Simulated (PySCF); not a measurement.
FH2InO2, SMILES [In]([OH])([F])[OH].

The structure is a stationary point at B3LYP-D3(BJ)/def2-SVP. The def2 effective core potentials stand for the cores of In; spin–orbit coupling is left out. The values are those of a single conformer.

All values below come from B3LYP-D3(BJ)/def2-SVP run with PySCF.

Frequencies are harmonic and unscaled.

```csv
mode,ν (cm⁻¹),IR (km/mol),moving atoms (share of kinetic energy)
1,112,6.8,"O 75 %, In 14 %, H 10 %"
2,116,39.1,"F 56 %, O 28 %, In 12 %"
3,141,29.5,"O 48 %, In 31 %, F 18 %"
4,268,0.0,"H 89 %, O 11 %"
5,287,202.3,H 96 %
6,578,1.2,"O 62 %, F 36 %"
7,606,66.6,"F 50 %, O 32 %, In 17 %"
8,638,76.0,"O 81 %, In 18 %"
9,851,36.1,H 93 %
10,882,101.0,H 93 %
11,3806,132.7,H 94 %
12,3807,5.4,H 94 %
```
